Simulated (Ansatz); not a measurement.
Coupled-cluster diagnostics for SnHMe2F (C2H7FSn), Ansatz.

Geometry of the singlet (PBE0-D4/def2-SVP):

```xyz
11

Sn    0.5854   -0.2797    0.4013
H     1.5005    0.0149    1.8248
C     0.8161    1.2291   -1.0974
H     0.4347    2.1922   -0.7279
H     0.2540    0.9423   -1.9971
H     1.8780    1.3400   -1.3567
C    -1.4497   -0.8183    0.7816
H    -1.4894   -1.6747    1.4687
H    -1.9388   -1.0922   -0.1636
H    -1.9881    0.0284    1.2319
F     1.3973   -1.8821   -0.3657
```

In the def2 sets Sn takes a core potential; there is no spin–orbit coupling. Correlated methods freeze 7 core orbitals; core or outer-core shells of Sn are correlated, in sets that lack core-valence functions.

**Question.** Estimate the CCSD(T) correlation energy, the shares of MP2 and (T), T1 and the reference's ⟨S²⟩ for: charge 0, singlet, own geometry in def2-TZVP; and the rough time on 4 threads of Arm Neoverse V1 on a shared host.

**Answer.** 
```tsv
state	basis	correlation (eV)	MP2 share (%)	(T) share (%)	T1	⟨S²⟩ (pure)	wall time
charge 0, singlet, own geometry	def2-TZVP	-26.792	93.9	3.1	0.012	0.00 (0.00)	75 s
```
Customary marks for T1 are 0.02 (closed shells), 0.045 (open shells) and about 0.05 (3d metals). T1 stays under 0.02 throughout.
